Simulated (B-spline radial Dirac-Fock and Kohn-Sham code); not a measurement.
## Photoabsorption cross section of Te⁴⁺ by shell

System: tellurium as Te⁴⁺, configuration [Kr] 4d10 5s2.

The run's input, task.json:

```json
{"items": [{
  "Z": 52,
  "q": 4,
  "cfg": [[1, 0, 2], [2, 0, 2], [2, 1, 6], [3, 0, 2], [3, 1, 6], [3, 2, 10], [4, 0, 2], [4, 1, 6], [4, 2, 10], [5, 0, 2]],
  "A": 130,
  "rrms": 4.7423,
  "do": ["binding", "quiet", "photo"],
  "hv": [56.2, 60.2, 81.8, 160.0, 186.0, 210.0, 291.0, 309.0, 322.0, 345.0, 480.0, 1130.0, 1480.0, 2870.0, 3190.0, 3310.0, 4420.0, 7670.0, 17100.0, 17400.0, 24500.0, 40400.0, 52500.0, 103000.0]
}]}
```

Command: `python xray_run.py task.json out`

Calculated with an atomic code on a B-spline grid, using the independent-particle Dirac-Slater model, thresholds from Dirac-Fock.

Computed thresholds (eV): K 31869.2, L1 5001.9, L2 4669.3, L3 4398.4, M1 1065.6, M2 928.7, M3 877.1, M4 638.4, M5 628.0, N1 232.9, N2 183.9, N3 174.1, N4 94.56, N5 93.09, O1 56.21.

```
photon energy (eV)  total (b)  K (%)  L (%)  M (%)  N (%)  O (%)
              60.2     157700      –      –      –      –  100.0
              81.8     130000      –      –      –      –  100.0
               160     489000      –      –      –   86.5   13.5
               186  1.129e+06      –      –      –   95.1    4.9
               210  1.223e+06      –      –      –   96.2    3.8
               291  1.368e+06      –      –      –   97.9    2.1
               309  1.323e+06      –      –      –   98.0    2.0
               322  1.287e+06      –      –      –   98.1    1.9
               345  1.219e+06      –      –      –   98.1    1.9
               480     850900      –      –      –   98.4    1.6
              1130  1.453e+06      –      –   86.7   13.0    0.2
              1480     794400      –      –   86.3   13.4    0.3
              2870     160700      –      –   85.1   14.5    0.4
              3190     123100      –      –   84.9   14.7    0.4
              3310     112100      –      –   84.8   14.7    0.4
              4420     167200      –   68.1   26.9    4.8    0.2
              7670      63620      –   80.3   16.4    3.1    0.1
             17100       7257      –   80.6   16.0    3.2    0.2
             17400       6916      –   80.6   16.0    3.2    0.2
             24500       2660      –   80.5   16.0    3.2    0.3
             40400       4144   84.4   12.5    2.5    0.5    0.1
             52500       2046   85.1   12.0    2.4    0.5    0.1
            103000      310.3   86.1   11.2    2.2    0.5    0.1
```

Q: With what power of the photon energy does the total fall between 52500 and 103000 eV?

A: As E^-2.80. The non-relativistic Born limit for an s electron far above threshold is E^-3.5; near threshold and at relativistic energies the fall is slower.

Run: 5.4 s of CPU time on 1 thread of AMD EPYC 7R43 64-Core Processor (shared host), peak memory 0.37 GiB.
